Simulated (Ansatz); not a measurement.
Ideal-gas functions of `Br[SiH]1[CH2][GaH]1` at 298.15 K and 1 bar, from an Ansatz frequency run at PBE0-D4/def2-TZVP.

Molar mass 193.76 g/mol, point group C1 (symmetry number 1), electronic degeneracy 1, moments of inertia 87.176, 590.716, 625.957 u Å². Harmonic wavenumbers (cm⁻¹, unscaled): 36, 160, 280, 334, 364, 396, 463, 511, 631, 674, 762, 819, 854, 1333, 2008, 2198, 3044, 3159.

Use S(trans) = R[1.5 ln M + 2.5 ln T − 1.1517]; rotational temperatures θ = 24.2544 K / I; S(rot) = R[ln(√π/σ · √(T³/θAθBθC)) + 1.5]; for each mode x = 1.438777 ν̃/T, S = R[x/(eˣ − 1) − ln(1 − e⁻ˣ)] and H = RT x/(eˣ − 1); 1 cm⁻¹ = 0.0119627 kJ/mol; R = 8.31446 J/(mol·K).

**Question.** By hand: the entropy, in J/(mol·K).

**Answer.** Translation 174.5. Rotation: θ = 0.2782, 0.0411, 0.0387 K, giving 120.4. Vibration, mode by mode: 22.88, 10.67, 6.42, 5.19, 4.62, 4.09, 3.17, 2.64, 1.67, 1.42, 1.01, 0.80, 0.70, 0.10, 0.01, 0.00, 0.00, 0.00, in all 65.4. Electronic 0.0. Sum 360.3 J/(mol·K).

**Question.** By hand: H − E and G − E in kJ/mol, counted from the electronic energy.

**Answer.** Zero-point energy ½ × 18026 × 0.0119627 = 107.8; thermal vibration 10.4; translation, rotation and pV give 4 RT = 9.9. H − E = 128.1 kJ/mol, and G − E = 128.1 − 298.15 × 360.3/1000 = 20.7 kJ/mol.

Vibration gives 18 % of the entropy, 22.9 J/(mol·K) of it from the mode under 150 cm⁻¹: soft modes count most, and the harmonic formula is weakest for them. The sum counts one conformer and one mirror image; others add a mixing term.
